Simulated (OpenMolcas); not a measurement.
Ar2+: effect of the active space

```yaml
Program: OpenMolcas 26.06
Method: CASSCF or its RAS form
Basis: ANO-RCC-VTZP
Scalar_Hamiltonian: DKH2, point nucleus
Spin-orbit_coupling: state interaction with AMFI integrals over the reference wave functions, term energies averaged over their components
```

A. 4 electrons in 3 orbitals (3p); 2S+1 = 3 even, 3 roots; 2S+1 = 1 even, 6 roots; cost of the order of 1.6 core-seconds
B. 6 electrons in 4 orbitals (3s 3p); 2S+1 = 3 even, 3 roots; 2S+1 = 1 even, 6 roots; 2S+1 = 3 odd, 3 roots; 2S+1 = 1 odd, 3 roots; cost of the order of 6 core-seconds
C. 6 electrons in 8 orbitals (3s 3p 4s 4p); 2S+1 = 3 even, 3 roots; 2S+1 = 1 even, 6 roots; 2S+1 = 3 odd, 3 roots; 2S+1 = 1 odd, 3 roots; cost of the order of 22 core-seconds
D. 6 electrons in 9 orbitals (RAS2 3s 3p; RAS3 3d, at most 2 electrons); 2S+1 = 3 even, 3 roots; 2S+1 = 1 even, 7 roots; 2S+1 = 3 odd, 3 roots; 2S+1 = 1 odd, 3 roots; cost roughly 17 core-seconds

Energies in eV above 3s² 3p⁴ ³P₂, the measured ground level; measured values from Saloman, J. Phys. Chem. Ref. Data 39, 033101 (2010).

```json
{"Level": "3s² 3p⁴ ³P₂", "A": "0.0000", "B": "0.0000", "C": "0.0000", "D": "0.0000", "Measured": "0.0000"}
{"Level": "3s² 3p⁴ ³P₁", "A": "0.1275", "B": "0.1275", "C": "0.1254", "D": "0.1233", "Measured": "0.1379"}
{"Level": "3s² 3p⁴ ³P₀", "A": "0.1832", "B": "0.1814", "C": "0.1781", "D": "0.1765", "Measured": "0.1947"}
{"Level": "3s² 3p⁴ ¹D₂", "A": "2.1087", "B": "2.1085", "C": "2.0879", "D": "1.9978", "Measured": "1.7370"}
{"Level": "3s² 3p⁴ ¹S₀", "A": "5.1567", "B": "3.9303", "C": "3.8555", "D": "4.3478", "Measured": "4.1244"}
```

Deviations, from unrounded energies. A percentage is the sum of absolute deviations over the sum of measured energies, with the sign that they share, or ± where signs differ.

| Against measurement | Levels | A | B | C | D |
| --- | --- | --- | --- | --- | --- |
| mean absolute deviation (cm-1) | 4 | 2900 | 1200 | 1300 | 1000 |
| fine structure of the ground term (%) | 2 | -6.6 | -7.1 | -8.7 | -9.8 |
| other terms of the ground configuration (%) | 2 | +24.0 | ±9.6 | ±10.6 | +8.3 |

D lies closest to measurement on these levels and A furthest from it. The largest miss of D in the table is 3s² 3p⁴ ¹D₂, by +2100 cm-1. The ranking rests on the paired levels alone, and a cruder setting can come out closer through cancelling errors.

Among A to D the level of the table that moves most is 3s² 3p⁴ ¹S₀, by 10000 cm-1 (lowest in C, highest in A).

With the s shell closed, the reference lacks s² → p² mixing (holds for A). Active for correlation alone: 4p 4s; no level in the range computed is led by a configuration that fills them, so any true level of that kind is missing (holds for C). Active for correlation alone: 3d; no level in the range computed is led by a configuration that fills it, so any true level of that kind is missing (holds for D). Computed and measured levels are paired by configuration, term and J; levels that our copy of the source lacks, or whose pairing is in doubt (as where it misses far off the trend of its configuration), stay unpaired and out of the deviations. Only configurations of the active space appear. The table leaves out levels that lie high or whose names do not pair safely across all columns.
